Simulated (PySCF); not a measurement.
**Ionisation energy along the 6-electron series**

Calculated with PySCF 2.14 and a two-component X2C-1e Hamiltonian (Gaussian nucleus, no Breit or QED terms), each ion in its own even-tempered basis scaled to its charge; GMP2 freezes nothing and drops the highest virtual spinors. Values in eV. NIST values: (m) measured, (s) semi-empirical, (t) theoretical.

| ion | configuration | GHF (spin-free) | GMP2 (spin-free) | GHF (screened spin-orbit) | GMP2 (screened spin-orbit) | NIST |
| --- | --- | --- | --- | --- | --- | --- |
| Sb⁴⁵⁺ | [He] 2s2 2p2 | 7728.6 | 7728.3 | 7894.0 | 7896.3 | 7887 ± 4 (t) |
| Te⁴⁶⁺ | [He] 2s2 2p2 | 8065.4 | 8065.1 | 8247.3 | 8249.6 | 8240 ± 4 (t) |
| I⁴⁷⁺ | [He] 2s2 2p2 | 8409.7 | 8409.4 | 8609.3 | 8611.7 | 8601 ± 4 (t) |

Between Z = 51 and Z = 53 the GMP2 (screened spin-orbit) value grows as Z to the power 2.25.
